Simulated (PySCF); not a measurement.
Input file for PySCF: D3(BJ) and D4 dispersion corrections on H4S2 (a complex), monomers drawn apart or pushed together.

```python
from pyscf import gto
from pyscf.dispersion import dftd3, dftd4

mol = gto.M(
    atom='''
    S    -0.53155275   -0.17018157   -0.04665556
    H     0.13573610    0.98160321   -0.22418310
    H     0.51172388   -0.91038140   -0.45542563
    S     0.98541211   -0.42521800    3.40537709
    H     0.33159998   -0.33349703    2.23075132
    H    -0.09512864   -0.90304361    4.04252868
    ''',
    basis='def2-svp',
    charge=0, spin=0, verbose=0, max_memory=1800)
d3, d4 = {}, {}
for xc in ['hf', 'pbe', 'blyp', 'revpbe', 'tpss', 'r2scan', 'b3lyp', 'pbe0', 'bhlyp', 'camb3lyp', 'b2plyp']:
    d3[xc] = float(dftd3.DFTD3Dispersion(mol, xc=xc, version='d3bj', atm=False).get_dispersion()['energy'])
    print(f'D3(BJ) {xc:10s} {d3[xc]:14.8f} Eh')
for xc in ['hf', 'pbe', 'blyp', 'revpbe', 'tpss', 'r2scan', 'b3lyp', 'pbe0', 'bhlyp', 'camb3lyp', 'b2plyp']:
    d4[xc] = float(dftd4.DFTD4Dispersion(mol, xc={'camb3lyp': 'cam-b3lyp'}.get(xc, xc), atm=True).get_dispersion()['energy'])
    print(f'D4     {xc:10s} {d4[xc]:14.8f} Eh')
```

Output:

```
D3(BJ) hf            -0.02410865 Eh
D3(BJ) pbe           -0.00307710 Eh
D3(BJ) blyp          -0.00654517 Eh
D3(BJ) revpbe        -0.00764946 Eh
D3(BJ) tpss          -0.00395569 Eh
D3(BJ) r2scan        -0.00092625 Eh
D3(BJ) b3lyp         -0.00534698 Eh
D3(BJ) pbe0          -0.00274244 Eh
D3(BJ) bhlyp         -0.00413134 Eh
D3(BJ) camb3lyp      -0.00259537 Eh
D3(BJ) b2plyp        -0.00251415 Eh
D4     hf            -0.00830519 Eh
D4     pbe           -0.00252012 Eh
D4     blyp          -0.00540519 Eh
D4     revpbe        -0.00749310 Eh
D4     tpss          -0.00341423 Eh
D4     r2scan        -0.00067779 Eh
D4     b3lyp         -0.00402335 Eh
D4     pbe0          -0.00219147 Eh
D4     bhlyp         -0.00305606 Eh
D4     camb3lyp      -0.00225823 Eh
D4     b2plyp        -0.00180950 Eh
```

The run finished.

Cost: roughly 0.05 core-seconds.
